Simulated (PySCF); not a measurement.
C₄H₉ (SMILES C[CH]CC), doublet, geometry from GFN2-xTB; SVWN5/6-31G (PySCF).

Here is a job for PySCF.
```python
from pyscf import gto, scf, dft

mol = gto.M(
    atom='''
C     0.802279    1.764772   -0.156944
C     0.521419    0.400381    0.335212
C    -0.744908   -0.310536    0.053762
C    -0.534390   -1.811535   -0.166555
H     1.852789    1.873334   -0.433665
H    -1.484987   -2.307418   -0.349533
H     0.605066    2.521196    0.614694
H     0.182325    2.006382   -1.018695
H    -0.072423   -2.261597    0.709042
H     0.115524   -1.979906   -1.021981
H     1.210297   -0.044783    1.033545
H    -1.229456    0.127102   -0.823204
H    -1.445533   -0.192802    0.896945
''',
    basis='6-31g',
    charge=0,
    spin=1,
    verbose=4,
)

mf = dft.UKS(mol)
mf.xc = 'lda,vwn'
mf.grids.atom_grid = (50, 194)
mf.kernel()
mf.analyze()
```

What the program printed (banner, timings and long lists left out):

```
PySCF version 2.14.0

[INPUT] verbose = 4
[INPUT] num. atoms = 13
[INPUT] num. electrons = 33
[INPUT] charge = 0
[INPUT] spin (= nelec alpha-beta = 2S) = 1
[INPUT] symmetry False subgroup None
[INPUT] Mole.unit = angstrom
[INPUT] Symbol           X                Y                Z      unit          X                Y                Z       unit  Magmom
[INPUT]  1 C      0.802279000000   1.764772000000  -0.156944000000 AA    1.516087585490   3.334935752301  -0.296581176894 Bohr   0.0
[INPUT]  2 C      0.521419000000   0.400381000000   0.335212000000 AA    0.985339106145   0.756610435479   0.633458873668 Bohr   0.0
[INPUT]  3 C     -0.744908000000  -0.310536000000   0.053762000000 AA   -1.407672107998  -0.586827991818   0.101595455909 Bohr   0.0
[INPUT]  4 C     -0.534390000000  -1.811535000000  -0.166555000000 AA   -1.009850743706  -3.423305015064  -0.314743334677 Bohr   0.0
[INPUT]  5 H      1.852789000000   1.873334000000  -0.433665000000 AA    3.501263776607   3.540088199836  -0.819508079810 Bohr   0.0
[INPUT]  6 H     -1.484987000000  -2.307418000000  -0.349533000000 AA   -2.806218728539  -4.360388074892  -0.660521641498 Bohr   0.0
[INPUT]  7 H      0.605066000000   2.521196000000   0.614694000000 AA    1.143409027286   4.764369946349   1.161603310413 Bohr   0.0
[INPUT]  8 H      0.182325000000   2.006382000000  -1.018695000000 AA    0.344544315661   3.791512481257  -1.925054554464 Bohr   0.0
[INPUT]  9 H     -0.072423000000  -2.261597000000   0.709042000000 AA   -0.136859635119  -4.273798934138   1.339895190814 Bohr   0.0
[INPUT] 10 H      0.115524000000  -1.979906000000  -1.021981000000 AA    0.218308720814  -3.741480092383  -1.931264194509 Bohr   0.0
[INPUT] 11 H      1.210297000000  -0.044783000000   1.033545000000 AA    2.287129859383  -0.084627605036   1.953116987414 Bohr   0.0
[INPUT] 12 H     -1.229456000000   0.127102000000  -0.823204000000 AA   -2.323335122203   0.240187969884  -1.555630104646 Bohr   0.0
[INPUT] 13 H     -1.445533000000  -0.192802000000   0.896945000000 AA   -2.731661474021  -0.364342976268   1.694980398798 Bohr   0.0

nuclear repulsion = 122.915306256665
number of shells = 38
number of NR pGTOs = 124
number of NR cGTOs = 54
basis = 6-31g
ecp = {}

******** <class 'pyscf.dft.uks.UKS'> ********
method = UKS
initial guess = minao
damping factor = 0
level_shift factor = 0
DIIS = <class 'pyscf.scf.diis.CDIIS'>
diis_start_cycle = 1
diis_space = 8
diis_damp = 0
SCF conv_tol = 1e-09
SCF conv_tol_grad = None
SCF max_cycles = 50
direct_scf = True
direct_scf_tol = 1e-13
number electrons alpha = 17  beta = 16
XC library pyscf.dft.libxc version 7.1.2
    S. Lehtola, C. Steigemann, M. J. T. Oliveira, and M. A. L. Marques,  SoftwareX 7, 1–5 (2018)
XC functionals = lda,vwn
    P. A. M. Dirac,  Math. Proc. Cambridge Philos. Soc. 26, 376 (1930)
    F. Bloch,  Z. Phys. 57, 545 (1929)
    S. H. Vosko, L. Wilk, and M. Nusair,  Can. J. Phys. 58, 1200 (1980)
radial grids:
    Treutler-Ahlrichs [JCP 102, 346 (1995); DOI:10.1063/1.469408] (M4) radial grids

becke partition: Becke, JCP 88, 2547 (1988); DOI:10.1063/1.454033
pruning grids: <function nwchem_prune>
grids dens level: 3
symmetrized grids: False
atomic radii adjust function: <function treutler_atomic_radii_adjust>
User specified grid scheme (50, 194)
small_rho_cutoff = 0
Set gradient conv threshold to 3.16228e-05
tot grids = 86120
init E= -156.24081694113

cycle= 1 E= -156.123404176388  delta_E= 0.117  |g|= 0.409  |ddm|= 2.15
cycle= 2 E= -156.013456587111  delta_E= 0.11  |g|=  0.6  |ddm|= 1.16
cycle= 3 E= -156.219399776802  delta_E= -0.206  |g|= 0.0144  |ddm|= 0.74
cycle= 4 E= -156.219441553768  delta_E= -4.18e-05  |g|= 0.014  |ddm|= 0.04
cycle= 5 E= -156.219545029863  delta_E= -0.000103  |g|= 0.00164  |ddm|= 0.0151
cycle= 6 E= -156.219546856491  delta_E= -1.83e-06  |g|= 0.000414  |ddm|= 0.00359
cycle= 7 E= -156.21954696726  delta_E= -1.11e-07  |g|= 0.000269  |ddm|= 0.00119
cycle= 8 E= -156.219547005233  delta_E= -3.8e-08  |g|= 7.48e-05  |ddm|= 0.000385
cycle= 9 E= -156.219547008444  delta_E= -3.21e-09  |g|= 1.22e-05  |ddm|= 0.000126
cycle= 10 E= -156.219547008533  delta_E= -8.92e-11  |g|= 6.28e-06  |ddm|= 3.08e-05
Extra cycle  E= -156.21954700851  delta_E= 2.34e-11  |g|= 9.46e-06  |ddm|= 1.69e-05
converged SCF energy = -156.21954700851  <S^2> = 0.7521162  2S+1 = 2.0021151
**** SCF Summaries ****
Total Energy =                        -156.219547008509920
Nuclear Repulsion Energy =             122.915306256664536
One-electron Energy =                 -453.702673521245458
Two-electron Energy =                  174.567820256070974
Two-electron Coulomb Energy =          198.071713225800181
DFT Exchange-Correlation Energy =      -23.503892969729204
**** MO energy ****
                             alpha | beta                alpha | beta
MO #1   energy= -9.76996092313276  | -9.76668217904651  occ= 1 | 1
MO #2   energy= -9.7659843626758   | -9.75903077788767  occ= 1 | 1
MO #3   energy= -9.75834359142714  | -9.75600559088084  occ= 1 | 1
MO #4   energy= -9.75348448224758  | -9.75279128380516  occ= 1 | 1
MO #5   energy= -0.716135645595219 | -0.705339595343516 occ= 1 | 1
MO #6   energy= -0.653347634633912 | -0.647905111146095 occ= 1 | 1
MO #7   energy= -0.563957625857932 | -0.558792214409482 occ= 1 | 1
MO #8   energy= -0.499173628255805 | -0.486318480516708 occ= 1 | 1
MO #9   energy= -0.410696392860346 | -0.404204851457303 occ= 1 | 1
MO #10  energy= -0.383769305861849 | -0.379309134178804 occ= 1 | 1
MO #11  energy= -0.376733983184202 | -0.36962055633997  occ= 1 | 1
MO #12  energy= -0.356363137544488 | -0.349668582819575 occ= 1 | 1
MO #13  energy= -0.323293653355736 | -0.320041511280768 occ= 1 | 1
MO #14  energy= -0.309320644286236 | -0.304780197366316 occ= 1 | 1
MO #15  energy= -0.290817624246894 | -0.286009322103343 occ= 1 | 1
MO #16  energy= -0.288412057011192 | -0.283115505855456 occ= 1 | 1
MO #17  energy= -0.12553564454749  | -0.0699982553991159 occ= 1 | 0
MO #18  energy= 0.0773940083459186 | 0.0799776894249771 occ= 0 | 0
MO #19  energy= 0.097091726954132  | 0.0993390197917177 occ= 0 | 0
MO #20  energy= 0.103264031918469  | 0.106932432080495  occ= 0 | 0
MO #21  energy= 0.131633934796025  | 0.135859759202404  occ= 0 | 0
MO #22  energy= 0.135538930781926  | 0.140475183425629  occ= 0 | 0
MO #23  energy= 0.144740174789391  | 0.151688797505605  occ= 0 | 0
MO #24  energy= 0.152783484093981  | 0.156080946689247  occ= 0 | 0
MO #25  energy= 0.16207500554471   | 0.164604287203031  occ= 0 | 0

To work with the spin densities directly, `use mulliken_meta_spin()` only printing them here.

 ** Mulliken spin pop alpha/beta on meta-lowdin orthogonal AOs **
 ** Mulliken Spin Density (per AO)  **
spin_pop of  0 C 1s       -0.00000
spin_pop of  0 C 2s       -0.00617
spin_pop of  0 C 3s        0.00005
spin_pop of  0 C 2px      -0.00342
spin_pop of  0 C 2py      -0.01746
spin_pop of  0 C 2pz      -0.00653
spin_pop of  0 C 3px       0.00009
spin_pop of  0 C 3py       0.00027
spin_pop of  0 C 3pz       0.00030
spin_pop of  1 C 1s       -0.00001
spin_pop of  1 C 2s        0.03163
spin_pop of  1 C 3s       -0.00011
spin_pop of  1 C 2px       0.18612
spin_pop of  1 C 2py       0.16446
spin_pop of  1 C 2pz       0.51726
spin_pop of  1 C 3px       0.00174
spin_pop of  1 C 3py       0.00151
spin_pop of  1 C 3pz       0.00506
spin_pop of  2 C 1s        0.00000
spin_pop of  2 C 2s       -0.00591
spin_pop of  2 C 3s        0.00004
spin_pop of  2 C 2px      -0.01471
spin_pop of  2 C 2py      -0.00611
spin_pop of  2 C 2pz      -0.00577
spin_pop of  2 C 3px       0.00014
spin_pop of  2 C 3py       0.00020
spin_pop of  2 C 3pz       0.00039
spin_pop of  3 C 1s        0.00000
spin_pop of  3 C 2s        0.00744
spin_pop of  3 C 3s        0.00002
spin_pop of  3 C 2px       0.00088
spin_pop of  3 C 2py       0.01491
spin_pop of  3 C 2pz       0.00079
spin_pop of  3 C 3px       0.00035
spin_pop of  3 C 3py       0.00004
spin_pop of  3 C 3pz       0.00022
spin_pop of  4 H 1s        0.02437
spin_pop of  4 H 2s        0.00009
spin_pop of  5 H 1s        0.00292
spin_pop of  5 H 2s        0.00032
spin_pop of  6 H 1s        0.05818
spin_pop of  6 H 2s        0.00048
spin_pop of  7 H 1s        0.00618
spin_pop of  7 H 2s        0.00005
spin_pop of  8 H 1s       -0.00088
spin_pop of  8 H 2s        0.00001
spin_pop of  9 H 1s        0.00056
spin_pop of  9 H 2s        0.00077
spin_pop of  10 H 1s       -0.02407
spin_pop of  10 H 2s        0.00036
spin_pop of  11 H 1s        0.00642
spin_pop of  11 H 2s        0.00006
spin_pop of  12 H 1s        0.05596
spin_pop of  12 H 2s        0.00053
 ** Mulliken Spin Density (per atom)  **
spin density of  0 C =     -0.03288
spin density of  1 C =      0.90766
spin density of  2 C =     -0.03174
spin density of  3 C =      0.02465
spin density of  4 H =      0.02445
spin density of  5 H =      0.00324
spin density of  6 H =      0.05866
spin density of  7 H =      0.00623
spin density of  8 H =     -0.00088
spin density of  9 H =      0.00133
spin density of  10 H =     -0.02372
spin density of  11 H =      0.00648
spin density of  12 H =      0.05649
 ** Mulliken pop alpha/beta on meta-lowdin orthogonal AOs **
 ** Mulliken pop       alpha | beta **
In total            17.00000 | 16.00000
 ** Mulliken atomic charges   ( Nelec_alpha | Nelec_beta ) **
charge of  0C =     -0.36691  (     3.16701      3.19989 )
charge of  1C =     -0.14021  (     3.52393      2.61628 )
charge of  2C =     -0.21063  (     3.08945      3.12119 )
charge of  3C =     -0.36079  (     3.19272      3.16807 )
charge of  4H =      0.13033  (     0.44706      0.42261 )
charge of  5H =      0.11914  (     0.44205      0.43881 )
charge of  6H =      0.12713  (     0.46577      0.40711 )
charge of  7H =      0.12294  (     0.44165      0.43541 )
charge of  8H =      0.11845  (     0.44034      0.44121 )
charge of  9H =      0.12129  (     0.44002      0.43869 )
charge of  10H =      0.10894  (     0.43367      0.45739 )
charge of  11H =      0.11316  (     0.44666      0.44018 )
charge of  12H =      0.11717  (     0.46966      0.41317 )
Dipole moment(X, Y, Z, Debye): -0.10465,  0.18964,  0.05442
```
